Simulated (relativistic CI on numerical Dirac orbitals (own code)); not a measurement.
# Ag⁴⁺: L2,3 absorption edge

Computed with this model: Dirac-Coulomb-Breit CI, KLI orbitals optimised for each configuration, a model potential for QED, valence Slater integrals scaled by 0.8, multiplet model of core-to-valence dipole absorption; configurations [Kr] 4d7 → [He] 2s2 2p5 3s2 3p6 3d10 4s2 4p6 4d8; 10 K; Lorentzian 1.6 eV and Gaussian 0.5 eV FWHM. Energies are those of the free ion, without screening or charge transfer. The branching ratio is the share of the lower-energy edge in the whole absorption, uncertain by about 0.02 where the edges overlap. S is read from ⟨S²⟩ = S(S + 1).

Field parameters in Wybourne normalisation: D4h B²₀ = −7Ds, B⁴₀ = 21(Dq − Dt), B⁴₄ = 21√(5/14) Dq; Oh B⁴₀ = 21Dq, B⁴₄ = √(5/14) B⁴₀; Td as Oh with Dq negative (B⁴₀ = 21Dq, B⁴₄ = √(5/14) B⁴₀). The field is a parameter set, without covalency.

free ion: ground-state S = 1.47, centroid 3370.38 eV, branching ratio 0.908. Peaks (eV, height): 3354.2 (100), 3527.5 (13).

Oh, 10Dq = 12900 cm⁻¹: ground-state S = 1.49, centroid 3379.32 eV, branching ratio 0.858. Peaks (eV, height): 3354.8 (100), 3528.2 (23).

Oh, 10Dq = 28200 cm⁻¹: ground-state S = 0.57, centroid 3393.96 eV, branching ratio 0.778. Peaks (eV, height): 3355.8 (100), 3527.2 (22), 3528.8 (26).

Td, 10Dq = -16200 cm⁻¹: ground-state S = 1.49, centroid 3396.01 eV, branching ratio 0.765. Peaks (eV, height): 3355.0 (100), 3528.2 (32).

D4h, 10Dq = 13050, Ds = 2670, Dt = 400 cm⁻¹: ground-state S = 1.41, centroid 3378.79 eV, branching ratio 0.862. Peaks (eV, height): 3354.8 (100), 3528.5 (17).

The statistical ratio of this edge is 2/3 = 0.667. Values above it arise where the holes sit mainly in the j = l + 1/2 valence subshell or the ground state has high spin; values below it where core-valence Coulomb terms move weight to the upper edge, as in nearly empty shells. At deep edges of heavy elements the radial integrals of the two core levels differ, which raises the baseline.

Strongest unbroadened transitions for D4h, 10Dq = 13050, Ds = 2670, Dt = 400 cm⁻¹:

```
Energy (eV)  Relative strength
    3353.45               90.0
    3354.03               17.4
    3354.06               18.7
    3354.19               20.4
    3354.37              100.0
    3354.41               17.9
    3354.65               16.6
    3354.72               26.7
    3354.81               34.1
    3354.86               55.1
    3354.94               56.8
    3355.05               30.7
    3355.06               18.2
    3355.09               32.3
    3355.12               24.1
    3355.25               97.9
    3355.40               27.7
    3528.93               21.8
```
